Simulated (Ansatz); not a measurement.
# Pulling the pair apart

The pair of Cu⁺ (SMILES [Cu+], atom 1) and SiNH₅ (SMILES [SiH3]N, atoms 2–8), both closed shells, in one local arrangement (a lower one may exist), relaxed at PBE0-D4/def2-TZVP:

Cu1  (-0.408, -1.464, -1.790)
Si2  (-0.407, 0.318, 0.806)
N3  (0.525, -0.169, -0.688)
H4  (-1.670, 0.876, 0.283)
H5  (-0.604, -0.946, 1.542)
H6  (0.400, 1.305, 1.550)
H7  (1.431, -0.564, -0.437)
H8  (0.734, 0.644, -1.266)
(Å)

SiNH₅ is shifted rigidly along the line between the mean atom positions of the two fragments (negative: closer). Counterpoise interaction energies in kcal/mol. Ansatz 0.2.0; basis: def2-TZVPPD; cores frozen in the correlated methods. The 3s and 3p shells of Cu and Zn are frozen; filled d shells are correlated.

```csv
shift (Å),HF,PBE-D4,r2SCAN-D4
-0.19,-28.28,-63.81,-63.89
-0.10,-36.01,-67.42,-67.19
0.00,-40.15,-68.09,-67.57
0.10,-41.84,-66.88,-66.08
0.23,-41.57,-63.39,-62.19
0.48,-37.04,-54.92,-52.89
0.97,-25.71,-38.87,-36.10
1.94,-11.91,-20.70,-17.34
```

Task: What does CCSD(T) give at these shifts? (To be estimated.)

Result: The calculation gives: -47.22, -52.11, -53.90, -53.65, -51.22, -43.85, -29.25, -12.46 kcal/mol. For zero shift, CCSD(T) at an estimated basis limit (MP2 extrapolated from triple and quadruple zeta, plus CCSD(T) − MP2 in triple zeta) gives -57.71 kcal/mol. These are counterpoise interaction energies, counted from the two frozen fragments.

No T1 diagnostic of these runs exceeds 0.023.

For scale, one of the runs: CCSD(T)/def2-TZVPPD, 237 basis functions, launched by `ansatz run in.yaml --threads 4 --pin off --events-out ev --progress --plain --max-ram 9574MiB`. Time: 70 s of wall clock on 4 CPU threads of an Arm Neoverse V2; the host was shared. Peak host memory: 4.1 GiB.
